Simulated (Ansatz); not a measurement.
CH₄BClOSe, SMILES COB(Cl)[SeH].

Geometry optimised at B3LYP-D3(BJ)/def2-SVP. The structure was generated by enumeration, and PubChem lists no compound with its InChIKey, so it may never have been made. One conformer was computed; it need not be the lowest.

Two levels are set side by side: PBE/def2-SVPD (Ansatz, an electronic-structure program) and PBE0/def2-SVPD (Ansatz). Energy differences of separate SCF runs at the same geometry; the states with an electron removed or added have multiplicity 2 and 2. Differences are taken from unrounded values.

```
quantity                           PBE0
---------------------------------  ----
vertical ionisation energy (eV)    9.67
vertical singlet–triplet gap (eV)  5.30
```

Question: What does PBE give, and how far is it from PBE0? (An estimate is asked for; the answer gives what the named calculation found.)

Answer: 
```json
[
 {"quantity": "vertical ionisation energy (eV)", "PBE": "9.51", "PBE minus PBE0": "-0.16"},
 {"quantity": "vertical singlet–triplet gap (eV)", "PBE": "5.11", "PBE minus PBE0": "-0.19"}
]
```
